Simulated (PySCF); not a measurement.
**Spin states of TlGa**

Unrestricted PBE0; PySCF, scalar-relativistic core potentials, basis sets Tl def2-SVP with ECP60, Ga def2-SVP. Outer shells of the fragments: Tl 5d10 6s2 6p1; Ga 3d10 4s2 4p1.

Followed along the bond (rough minima from three points):

```csv
2Ms+1,unpaired,⟨S²⟩ at the start,R at minimum (Å),Te (eV)
3,"σ ↑, π ↑",2.01,2.92,0.00
1,"σ ↓, π ↑",1.01,2.92,0.18
3,π ↑↑,2.00,2.67,0.20
1,π ↑↓,1.00,2.68,0.38
1,none,0.00,2.72,0.86
```

Solutions found at the starting distance of 2.635 Å, counted from the lowest of them; the search is not exhaustive and high or unbound solutions are not listed, so other states can lie among these:

```
2Ms+1    unpaired   term  E (eV)  ⟨S²⟩  ⟨Lz²⟩  μ (D)
    3    σ ↑, π ↑     ³Π    0.00  2.01   1.00  -0.58
    3        π ↑↑    ³Σ⁻    0.04  2.00   0.00  -0.82
    1    σ ↓, π ↑  mixed    0.17  1.01   1.00  -0.55
    1        π ↑↓  mixed    0.22  1.00   2.01  -0.79
    1        none  mixed    0.71  0.00   2.00  -0.59
    1        none    ¹Σ⁺    0.87  0.00   0.00  -0.25
    3        π ↑↑  mixed    1.94  2.01   2.01   0.23
    3  σ ↑↑, π ↑↓  mixed    3.87  3.01   2.01  -0.70
    1  σ ↓↓, π ↑↑  mixed    4.29  2.00   0.00  -0.54
    1    σ ↓, π ↑  mixed    5.07  1.17   1.05  -0.59
```

A term symbol is given only where ⟨S²⟩ and ⟨Lz²⟩ are close to those of a pure state; real π, δ and φ orbitals otherwise mix terms. A positive dipole means Tl(−)Ga(+).

These are scalar-relativistic numbers at best; spin–orbit coupling would shift them, the dissociation energy most.
